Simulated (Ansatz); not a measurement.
Reaction (redistribution): `C[Te]B(O)O` + `CO[SiH2][SiH3]` → `C[Te][SiH2][SiH3]` + `COB(O)O`

Isolated molecules relaxed with PBE0-D4/def2-TZVP in Ansatz; ΔE leaves out vibrations. CBS: MP2 limit from def2 TZ/QZ plus the TZ coupled-cluster correction, frozen cores. DFT in def2-TZVPP. B3LYP here is the variant with VWN-RPA as its local correlation; programs differ in this. Elements past krypton have def2 core potentials. For Te outer-core shells are correlated without core-valence functions, which leaves a few kJ/mol of doubt a bond. One conformer a species, not always the lowest.

| level | ΔE (kcal/mol) | difference from CCSD(T)/CBS |
| --- | --- | --- |
| PBE-D4 | -17.7 | -0.7 |
| r2SCAN-D4 | -17.4 | -0.4 |
| PBE0-D4 | -18.7 | -1.7 |
| B3LYP-D4 | -17.1 | -0.1 |
| ωB97X-V | -16.5 | 0.5 |
| ωB97M-V | -17.0 | 0.0 |
| B2PLYP | -16.1 | 0.9 |
| PBE | -17.2 | -0.2 |
| r2SCAN | -17.3 | -0.3 |
| PBE0 | -18.1 | -1.1 |
| B3LYP | -16.2 | 0.8 |
| HF/def2-TZVPP | -17.4 | -0.4 |
| MP2/def2-TZVPP | -16.1 | 0.9 |
| SCS-MP2/def2-TZVPP | -15.6 | 1.4 |
| CCSD/def2-TZVPP | -16.7 | 0.3 |
| CCSD(T)/def2-TZVPP | -16.5 | 0.5 |
| HF/def2-QZVPP | -17.1 | -0.1 |
| MP2/def2-QZVPP | -16.3 | 0.7 |
| SCS-MP2/def2-QZVPP | -15.8 | 1.2 |
| HF/CBS(def2) | -17.1 | -0.1 |
| MP2/CBS(def2) | -16.6 | 0.4 |
| CCSD/CBS(def2) | -17.2 | -0.2 |
| CCSD(T)/CBS | -17.0 | 0 |

Largest T1 diagnostic among the species: 0.012.

In def2-TZVPP, CCSD(T) changes the Hartree–Fock value by +0.9 kcal/mol (the triples alone add +0.1 kcal/mol) and MP2 by +1.3 kcal/mol. From PBE to PBE0 (25 % exact exchange), in def2-TZVPP and without D4, ΔE moves by −0.9 kcal/mol.
